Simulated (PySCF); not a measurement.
Species: C5H10NPSi.
Numbering: `[N:1]#[C:2][C@@H:3]1[CH2:4][CH2:5][Si@@H:6]([PH2:7])[CH2:8]1`

Geometry (GFN2-xTB, Å), atoms numbered from 1 in this order:
```xyz
18
C5H10NPSi angstrom
N     -2.6788    0.5667    2.0212
C     -2.1476    0.5288    1.0091
C     -1.4658    0.4836   -0.2604
C     -1.0608   -0.9628   -0.5768
C      0.0146   -1.3877    0.4214
Si     1.0964    0.1737    0.6237
P      2.8969    0.0525   -0.7102
C     -0.1902    1.3346   -0.1866
H     -2.1589    0.8673   -1.0194
H     -0.6526   -0.9868   -1.5896
H     -1.9280   -1.6261   -0.5421
H      0.5470   -2.2665    0.0618
H     -0.4510   -1.6529    1.3701
H      1.3320    0.5103    2.0354
H      3.6349   -0.7254    0.1622
H      3.4634    1.2263   -0.2474
H      0.1121    1.6160   -1.1966
H     -0.3724    2.2547    0.3657
```

NICS = −σ at a ghost point: NICS(0) at the centroid of the ring atoms, NICS(1) 1 Å to either side along the normal of their mean plane, zz for the tensor component along that normal. Level: GIAO PBE0/pcSseg-1 (PySCF, non-relativistic, gas phase) on the GFN2-xTB geometry, one conformer.

Ring bond lengths (Å), with Mayer bond orders in brackets: C3–C4 1.535 (1.00), C4–C5 1.528 (1.02), C5–Si6 1.910 (0.91), Si6–C8 1.913 (0.89), C8–C3 1.535 (0.99).

Problem. What do the NICS probes read (ppm)?

Solution. 
```csv
ring,type,NICS(0),"NICS(1), two faces","NICS(1)zz, two faces",rms pucker (Å),"centre to ring atoms, mean (Å)"
C3–C4–C5–Si6–C8,5-membered ring with Si; formal bonds all single,-5.3,-4.2 / -4.1,-3.3 / -5.1,0.20,1.40
```

Problem. What can be read from them?

Solution. 
- C3–C4–C5–Si6–C8: mean NICS(1)zz -4.2 ppm, shielded. C3, C4, C5, Si6, C8 have four or more neighbours, and the NICS criterion for π rings isn't applied.

Problem. At the second NICS(1) probe listed for ring C3–C4–C5–Si6–C8, 1 Å off the ring, how large is the induced field along the normal in 9.4 T applied along it?

Solution. NICSzz × B0 = -5.1 ppm × 9.4 T = -48 μT, against the applied field.

Problem. What are the shieldings of the ring atoms and their hydrogens in the same run (means over atoms taken as equivalent)?

Solution. 
```csv
atoms,environment,σ isotropic (ppm)
C3,sp3 carbon next to a nitrile,155.7
C4,ring CH2 carbon,152.3
C5,sp3 carbon bound to silicon,174.6
Si6,SiH silicon,356.8
C8,sp3 carbon bound to silicon,167.0
H9,methine hydrogen,28.58
H10,methylene hydrogen,30.14
H11,methylene hydrogen,29.43
H12,methylene hydrogen,30.78
H13,methylene hydrogen,30.16
H14,Si–H hydrogen,26.49
H17,methylene hydrogen,30.88
H18,methylene hydrogen,30.25
```
